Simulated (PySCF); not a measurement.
Task: Write a Z-matrix for [MnO4]3-, `[O]=[Mn-3](=[O])(=[O])=[O]` [triplet] as optimised with PBE0-D3(BJ)/def2-SVP. (Charge -3 and triplet state.)

Result: 
Z-matrix in Å and degrees, rows numbered from 1:
```
Mn
O   1  1.6261
O   1  1.6248  2  110.02
O   1  1.6263  2  109.95  3  -119.29
O   1  1.6261  2  108.44  3   120.12
```

All 4 Mn–O bonds measure 1.625 to 1.626 Å. Mn1 (manganese bonded to 4 O) is tetrahedral (angles from 108.4° to 110.2°).

Method: PBE0-D3(BJ)/def2-SVP geometry optimisation, gas phase in PySCF.

Not checked by PBE0-D3(BJ)/def2-SVP frequencies. ⟨S²⟩ = 2.019 (exact for a triplet: 2.00). Whether so highly charged an anion holds all its electrons in the gas phase wasn't checked; a finite basis holds them in any case. No counter-ion or solvent screens the charge of this multiply charged ion. The geometry's basis has no diffuse functions, a weakness for an anion.

On one thread of an Arm Neoverse V2, shared host with 192 logical CPUs at a one-minute load of 88, this took 92 s wall and 0.38 GiB of memory at its peak. That covers the optimisation of the geometry.
